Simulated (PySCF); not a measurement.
Structure elucidation problem

An unknown has the formula C9H8O. Its calculated NMR data are:

1H NMR (400 MHz, computed): δ 7.70 (d, 1H), 7.31 (m, 1H), 7.24 (m, 1H), 7.19 (m, 1H), 2.95 (m, 2H), 2.40 (m, 2H).

13C{1H} NMR (computed): δ 190.2 (C), 146.9 (C), 128.9 (C), 127.0 (CH), 120.9 (CH), 120.8 (CH), 117.9 (CH), 35.7 (CH2), 28.5 (CH2).

PySCF calculation with PBE0-D3(BJ)/def2-SVP structure and GIAO KT3/pcSseg-1 shieldings; fast rotation and ring inversion assumed for equivalent nuclei, relativity neglected, a single conformation, in vacuum.

δ = σ(ref) − σ, references computed at the same level: 1H (σref 31.32) and 13C (σref 182.31) against TMS.

Problem. Deduce the structure.

Solution. 
1. The formula gives 6 degrees of unsaturation (2 rings in the answer).
2. 9 carbon signals for 9 carbons: no two carbons are equivalent.
3. Carbon types of the structure: 3 × C, 4 × CH, 2 × CH2, which accounts for all hydrogens.
4. δC 190.2: ketone carbonyl carbon; low-lying n→π* states of the double bond to the heteroatom give a large paramagnetic term (-253 ppm).
5. δC 146.9, 128.9: substituted aromatic carbon.
6. δC 127.0, 120.9, 120.8, 117.9: aromatic CH.
7. δC 35.7: sp3 CH2 α to a carbonyl; the adjacent C=O deshields it moderately.
8. δH 7.70, 7.31, 7.24, 7.19: hydrogen on an aromatic CH.
9. δH 2.95: hydrogen on an sp3 CH2 on an aromatic ring; benzylic-type position, deshielded by the ring.
10. δH 2.40: hydrogen on an sp3 CH2 α to a carbonyl; α to C=O.

Structure: 1-indanone (O=C1CCc2ccccc21).

This is the structure that produced the data.

Shifts are as computed, not scaled to solution data. Of 1211 compounds with measured shifts, 218 miss one by over three times the rms of a fit or turn the order of signals round; such compounds aren't used in these exercises. Multiplicities follow the n + 1 count of equivalent neighbours, as no J values were calculated; m marks all less simple cases, F and P coupling included.
